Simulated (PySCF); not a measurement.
Molecule: SMILES N1(B)C[C@@H]1C, C$_{3}$H$_{8}$BN.

Geometry:
| atom | x (Å) | y (Å) | z (Å) |
| --- | --- | --- | --- |
| B1 | 1.589 | 0.613 | 0.487 |
| N2 | 0.558 | -0.272 | 0.242 |
| C3 | 0.100 | -1.430 | -0.440 |
| C4 | -0.808 | -0.617 | 0.436 |
| C5 | -1.878 | 0.269 | -0.139 |
| H6 | 2.665 | 0.414 | -0.030 |
| H7 | 1.382 | 1.559 | 1.214 |
| H8 | 0.456 | -2.404 | -0.083 |
| H9 | -0.025 | -1.358 | -1.528 |
| H10 | -1.041 | -1.049 | 1.419 |
| H11 | -2.057 | 1.136 | 0.515 |
| H12 | -1.581 | 0.645 | -1.129 |
| H13 | -2.827 | -0.280 | -0.241 |

Geometry PBE0-D3(BJ)/def2-SVP throughout; GIAO in PySCF, gas phase, one conformer, non-relativistic; equivalent atoms averaged; basis pcSseg-2.

For orientation, BHandHLYP gives these absolute shieldings σ: B1 66.2, N2 134.6, C4 155.1, C3 156.6, C5 162.4, H6/H7 26.53, H10 29.21, H9 29.80, H11/H12/H13 30.22 ppm.

A run gave: B1 61.3, N2 138.6, C4 158.3, C3 159.4, C5 167.5, H6/H7 26.17, H10 29.06, H9 29.62, H11/H12/H13 30.14 ppm (absolute shieldings σ).

**Question.** Which functional was used in that run?
A. PBE0
B. WP04
C. CAM-B3LYP
D. LC-wPBE
E. B97-2

**Answer.** D. C4 tells them apart best: LC-wPBE gives 158.3, PBE0 gives 152.9, B97-2 gives 152.3, CAM-B3LYP gives 151.8, WP04 gives 139.3 ppm.
